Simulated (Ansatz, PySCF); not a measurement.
CrO2Cl, SMILES [O]=[Cr+](=[O])[Cl], charge +1, multiplicity 1. Atoms are numbered in the order given.

```xyz
4

Cr     0.4151    -0.2969     0.0000
O      1.0585     0.3259     1.2333
O      1.0585     0.3259    -1.2333
Cl    -1.6198     0.0900     0.0000
```
Charge +1, spin multiplicity 1.

The structure is a stationary point at B3LYP-D3(BJ)/def2-SVP. The multiplicity is an assumed one; other spin states were not compared. The isomer is the one that the SMILES or the coordinates give; other isomers of the formula were not compared.

Two levels are set side by side: PBE-D3(BJ)/def2-SVP (Ansatz, a first-principles code) and B3LYP-D3(BJ)/def2-SVP (Ansatz). Each level has its own optimised geometry; the coordinates shown are those of the second. Frequencies come from the Hessian of PySCF at each geometry. Differences are taken from unrounded values.

```json
[
 {"quantity": "mean bond length (Å)", "B3LYP-D3(BJ)": "1.706", "PBE-D3(BJ)": "1.721", "PBE-D3(BJ) minus B3LYP-D3(BJ)": "0.015"},
 {"quantity": "bond Cr1–O2 (Å)", "B3LYP-D3(BJ)": "1.524", "PBE-D3(BJ)": "1.542", "PBE-D3(BJ) minus B3LYP-D3(BJ)": "0.018"},
 {"quantity": "bond Cr1–O3 (Å)", "B3LYP-D3(BJ)": "1.524", "PBE-D3(BJ)": "1.542", "PBE-D3(BJ) minus B3LYP-D3(BJ)": "0.018"},
 {"quantity": "bond Cr1–Cl4 (Å)", "B3LYP-D3(BJ)": "2.071", "PBE-D3(BJ)": "2.081", "PBE-D3(BJ) minus B3LYP-D3(BJ)": "0.009"},
 {"quantity": "highest harmonic wavenumber (cm⁻¹)", "B3LYP-D3(BJ)": "1162", "PBE-D3(BJ)": "1104", "PBE-D3(BJ) minus B3LYP-D3(BJ)": "-58"},
 {"quantity": "mean harmonic wavenumber (cm⁻¹)", "B3LYP-D3(BJ)": "624", "PBE-D3(BJ)": "603", "PBE-D3(BJ) minus B3LYP-D3(BJ)": "-21"},
 {"quantity": "zero-point energy (kcal/mol)", "B3LYP-D3(BJ)": "5.36", "PBE-D3(BJ)": "5.17", "PBE-D3(BJ) minus B3LYP-D3(BJ)": "-0.18"}
]
```

GGA bonds tend to be longer and softer than those of functionals with exact exchange. Differences between two approximate levels are no errors against the true value.
